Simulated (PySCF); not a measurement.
Gas-phase reaction: 3 VOF₃ + 2 NF₃ + N → 3 VF₅ + 3 NO

Computed with PySCF and rigid-rotor harmonic-oscillator thermochemistry at 1 bar. † marks an energy on the PBE0/def2-TZVP geometry and frequencies; other levels use their own. 6-31G* has spherical d functions here. Open shells (unrestricted): N (multiplicity 4), NO (multiplicity 2, electronic degeneracy 4); the rest are closed-shell singlets. Spin-orbit splitting is ignored; it lowers the true energy and changes the entropy of NO. B3LYP is the form with VWN-RPA correlation. The harmonic model lacks anharmonicity and excited electronic states, which grow with temperature; levels with a mode under 35 cm⁻¹ are left out. Soft modes under 120 cm⁻¹ make the harmonic entropy rough for VF₅.

```
level               ΔE electronic, kJ  ΔH°(298 K), kJ  ΔS°(298 K), J/K  ΔG°(800 K), kJ
------------------  -----------------  --------------  ---------------  --------------
B3LYP/6-31G*                     -713            -712               23            -733
BLYP/def2-TZVP†                  -759            -758               25            -782
HF/6-31G*                        -559            -565               22            -588
HF/def2-TZVP†                    -619            -618               25            -642
PBE0/def2-QZVP†                  -680            -680               25            -704
r2SCAN/def2-TZVP†                -728            -727               25            -751
LDA/def2-TZVP†                   -692            -692               25            -715
ωB97X-V/def2-TZVP†               -667            -666               25            -690
```
ΔH° is lowest at BLYP/def2-TZVP† and highest at HF/6-31G*. No reference value is set beside these.
